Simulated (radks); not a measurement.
Question: These are the eigenvalues of the occupied orbitals of an atom or ion with whole-number occupations (hartree). Method: scalar-relativistic Kohn-Sham, PBE, spin-unpolarised, spherical densities, finite nucleus; Fermi nuclear charge, rms radius of each element as measured or else 0.836 A^(1/3) + 0.57 fm; computed with a radial shooting solver on a logarithmic mesh with Libxc functionals.

1s: -1973.098
2s: -329.8476
2p: -292.8641
3s: -74.65923
3p: -63.30301
3d: -48.68907
4s: -15.99387
4p: -12.24270
4d: -7.12927
5s: -3.02868
5p: -2.09347
4f: -1.54238
5d: -0.98330

Which element is it, and in what charge state? The configuration may be excited.

Answer: Z = 66, dysprosium, charge +3: Dy3+ in [Xe] 4f8 5d1. The list shows which subshells hold electrons but not how many an open one holds; the 1s level, -1973.1 hartree, gives Z - s = 62.8 by -(Z - s)^2/2, which with screening and relativity narrows Z to a few neighbours, and the depths of the outer levels then fix element, charge and occupations together.
